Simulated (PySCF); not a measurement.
# How methods differ on the ionisation energy of Cs⁵⁰⁺

Cs⁵⁰⁺ [He] 2s2 2p1 (2P) → Cs⁵¹⁺ [He] 2s2 (1S), as a difference of total energies. Computed with PySCF 2.14 in an even-tempered Gaussian basis (19 s from 25 bohr⁻², ratio 2.2; 12 p from 32 bohr⁻², ratio 2.2; 5 d from 120 bohr⁻², ratio 2.4; 5 f from 180 bohr⁻², ratio 2.4; 4 g from 270 bohr⁻², ratio 2.4), with the spin-free X2C one-electron Hamiltonian (Gaussian nucleus). Correlated levels: nothing frozen; virtual orbitals above 40 to 60 times the deepest correlated orbital energy dropped. The calculations carry no spin-orbit coupling.

| method | ionisation energy (eV) |
| --- | --- |
| UHF | 9368.1 |
| LDA | 9361.0 |
| PBE | 9369.4 |
| PBE0 | 9369.3 |
| r2SCAN | 9371.9 |
| BHandHLYP | 9370.5 |
| revPBE | 9369.2 |
| MP2 (all electrons) | 9367.4 |
| SCS-MP2 (all electrons) | 9367.1 |

A first-order spin-orbit estimate (lowest level to lowest level, LS coupling) adds 250.1 eV.

For this ion Breit and QED terms and the two-electron picture change, all absent here, outweigh the differences among the correlated methods.

First order in ζ underestimates the shift of j = l − 1/2 levels at high Z.

For comparison: 9629 ± 4 eV (theoretical estimate listed by NIST; NIST Atomic Spectra Database, ionization energies).
